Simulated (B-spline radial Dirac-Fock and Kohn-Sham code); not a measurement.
**How the settings move the core levels of Nb⁷⁺**

ΔSCF core binding energies without Breit or QED terms, calculated with a radial atomic solver. Keys: rel is the Hamiltonian (dirac, or spin-free x2c and nr, where L3 and M5 stand for the whole 2p and 3d shells), method is hf or an exchange,correlation pair (spin-unpolarised, also for the hole states), nuc the nuclear model, radius_factor scales its radius, rmax is the box in bohr, h the logarithmic mesh step, order the B-spline order, points the quadrature points per cell, c_factor scales the speed of light, and damp, ndamp, maxit and tol steer the iteration. The run stops when the commutator error falls below 10·tol·max(1, Z/10), or the numerical noise floor, and the energy has settled to about 1e-8 Ha; the virial ratio is −V/T.

Base input:

```json
{"items": [{"Z": 41, "q": 7, "cfg": [[1, 0, 2], [2, 0, 2], [2, 1, 6], [3, 0, 2], [3, 1, 6], [3, 2, 10], [4, 0, 2], [4, 1, 4]], "A": 93, "rrms": 4.324, "do": "settings", "holes": ["K", "L3", "M5"],
  "settings": [{"rel": "dirac", "method": "hf", "nuc": "fermi", "radius_factor": 1.0, "rmax": 45.0, "h": 0.3, "order": 8, "points": 10, "c_factor": 1.0, "maxit": 60, "damp": 0.5, "ndamp": 3, "tol": 1e-08}]}]}
```

The ground state converged in 9 iterations, with total energy -3805.36673 Ha, virial ratio 1.96570 and highest orbital energy -137.92 eV. ΔSCF binding energies: K (1s) 19160.0 eV, M5 (3d5/2) 324.2 eV. Holes are computed only in closed shells, and unreliable hole states are left out.

Changes from the base run:

```csv
changed setting,Δ total energy (Ha),Δ K (eV),Δ M5 (eV),iterations
rel = "x2c"; order = 7; damp = 0.8,?,?,?,?
rmax = 25.0,0.00000,0.00,0.00,9
radius_factor = 0.8,-0.01682,+0.20,0.00,9
damp = 0.8,0.00000,0.00,0.00,10
rel = "x2c",+0.98164,-13.17,+1.17,9
order = 7,+0.00001,0.00,0.00,9
nuc = "sphere"; h = 0.4; order = 7,+0.00185,+0.01,+0.01,9
```

Task: What does the change rel = "x2c"; order = 7; damp = 0.8 do?

Result: The total energy moves by +0.98165 Ha and the binding energies by K -13.17 eV, M5 +1.17 eV; the run takes 10 iterations.
